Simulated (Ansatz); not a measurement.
```yaml
atoms:
  - { symbol: C, position_ang: [0.6993, 0.7577, 0.0570] }
  - { symbol: C, position_ang: [-0.6484, 0.7887, -0.0376] }
  - { symbol: C, position_ang: [-0.6044, -0.8134, 0.0188] }
  - { symbol: C, position_ang: [0.6553, -0.7975, -0.0673] }
  - { symbol: H, position_ang: [1.4547, 1.5769, 0.0335] }
  - { symbol: H, position_ang: [-1.4599, 1.6174, -0.0524] }
  - { symbol: H, position_ang: [-1.4054, -1.5471, 0.0397] }
  - { symbol: H, position_ang: [1.4301, -1.5546, 0.0815] }
```

Basis set: 6-31G (spherical functions). Frozen core: 4 orbitals. Charge 0, multiplicity 1.

Computed with Ansatz (development build ahead of 0.2.0); each method stands on the lowest determinant of its kind that the runs found. Restricted open shells among the atoms or ions are ROHF, correlated in semicanonical orbitals with singles.

The atomization energy at this shape (free ground-state atoms in the same class of orbitals less the molecule, no zero-point energy) of singlet C₄H₄:

```csv
method,atomization energy
RHF,536.24 kcal/mol
```

(1) What does RHF-MP2 give?

Results:

(1) 698.79 kcal/mol.

This basis has no polarisation functions and is too small for such energies, which can lie far from measured ones in either direction.
